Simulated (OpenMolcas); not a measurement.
# Sn2+: effect of the active space

* Program: OpenMolcas 26.06
* Method: MS-CASPT2 or its RAS form, IPEA 0.25 Eh, imaginary shift 0.1 Eh
* Basis: ANO-RCC-VTZP
* Scalar Hamiltonian: DKH2, point nucleus
* Spin-orbit coupling: state interaction with AMFI integrals over the reference wave functions, term energies averaged over their components

A. 2 electrons in 4 orbitals (5s 5p); 2S+1 = 3 even, 3 roots; 2S+1 = 1 even, 7 roots; 2S+1 = 3 odd, 3 roots; 2S+1 = 1 odd, 3 roots; closed shells correlated: 4d; CASPT2 step of the order of 1.8 core-seconds
B. 2 electrons in 8 orbitals (5s 5p 6s 6p); 2S+1 = 3 even, 3 roots; 2S+1 = 1 even, 7 roots; 2S+1 = 3 odd, 3 roots; 2S+1 = 1 odd, 3 roots; closed shells correlated: 4d; CASPT2 step of the order of 5 core-seconds
C. 2 electrons in 9 orbitals (RAS2 5s 5p; RAS3 5d, at most 2 electrons); 2S+1 = 3 even, 3 roots; 2S+1 = 1 even, 7 roots; 2S+1 = 3 odd, 3 roots; 2S+1 = 1 odd, 3 roots; closed shells correlated: 4d; CASPT2 step about 7 core-seconds

Energies in cm⁻¹ above 5s² ¹S₀, the measured ground level; measured values from Moore, Atomic Energy Levels, vol. III, NSRDS-NBS 35 (1971 reprint of NBS Circular 467, 1958).

| Level | A | B | C | Measured |
| --- | --- | --- | --- | --- |
| 5s² ¹S₀ | 0.0 | 0.0 | 0.0 | 0.0 |
| 5s 5p ³P°₀ | 53910 | 53470 | 54240 | 53548 |
| 5s 5p ³P°₁ | 55330 | 54890 | 55650 | 55196 |
| 5s 5p ³P°₂ | 58640 | 58200 | 58960 | 59229 |
| 5s 5p ¹P°₁ | 79380 | 78660 | 79310 | 79911 |

Deviations, from unrounded energies. A percentage is the sum of absolute deviations over the sum of measured energies, with the sign that they share, or ± where signs differ.

```
           Against measurement  Levels     A     B     C
mean absolute deviation (cm-1)       4   400   670   510
      other configurations (%)       4  ±0.7  -1.1  ±0.8
```

A lies closest to measurement on these levels and B furthest from it. The largest miss of A in the table is 5s 5p ³P°₂, by -590 cm-1. The ranking rests on the paired levels alone, and a cruder setting can come out closer through cancelling errors.

Among A to C the level of the table that moves most is 5s 5p ³P°₀, by 770 cm-1 (lowest in B, highest in C). Moves below CASPT2's spread within the term are not significant.

Over all roots computed the reference weight is 0.88 to 0.94 in A, 0.87 to 0.94 in B; the roots of lowest weight are the least certain, and an intruder state may touch them. The run also gave levels led by 5s 6s, which use shells meant for correlation; these and all levels above them are left out (holds for B). Active for correlation alone: 5d; no level in the range computed is led by a configuration that fills it, so any true level of that kind is missing (holds for C). Measured partners are found by configuration, term and J. A level has none where our copy of the source lacks it or the pairing is in doubt (some pairs that miss far off the trend of their configuration count as doubtful), and it then counts in no deviation. Levels of configurations outside the active space are missing. The table leaves out levels that lie high or whose names do not pair safely across all columns.

° marks odd parity.
